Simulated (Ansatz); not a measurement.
Molecule: C₄H₈F, net charge -1, singlet state. It need not be the lowest isomer of its formula. Whether it binds its extra electron was not tested at this geometry. SMILES: CCC[CH-]F
Structure (B3LYP-D3(BJ)/def2-TZVP (Ansatz, an electronic-structure program) minimum search):
```xyz
13

C      2.3216    -0.0345     0.0981
C      0.8736    -0.4622    -0.1504
C     -0.1124     0.7158    -0.3204
C     -1.5931     0.4039    -0.4615
F     -1.8816    -0.4619     0.7592
H      2.7024     0.5674    -0.7349
H      2.3930     0.5836     0.9990
H      3.0006    -0.8861     0.2275
H      0.5175    -1.0763     0.6808
H      0.8219    -1.0916    -1.0471
H      0.0459     1.3978     0.5321
H      0.1741     1.2869    -1.2180
H     -1.6596    -0.3628    -1.2670
```
Charge -1, spin multiplicity 1.

Parts of the frozen-core correlation energy in cc-pVTZ (Ansatz, hartree). Frozen orbitals: 5; correlated occupied orbitals by spin: 16 and 16; virtual: 241 and 241. No spin-orbit coupling. No relativistic terms.

| term | value |
|---|---|
| reference (HF) | -255.55620 |
| MP2 opposite-spin | ___ |
| MP2 same-spin | ___ |
| CCSD correlation | -1.01001 |
| (T) | ___ |
| T1 diagnostic | 0.011 |
| largest doubles amplitude | 0.020 |

Fill in the missing entries.


- MP2 opposite-spin, value: -0.74118
- MP2 same-spin, value: -0.22526
- (T), value: -0.03881
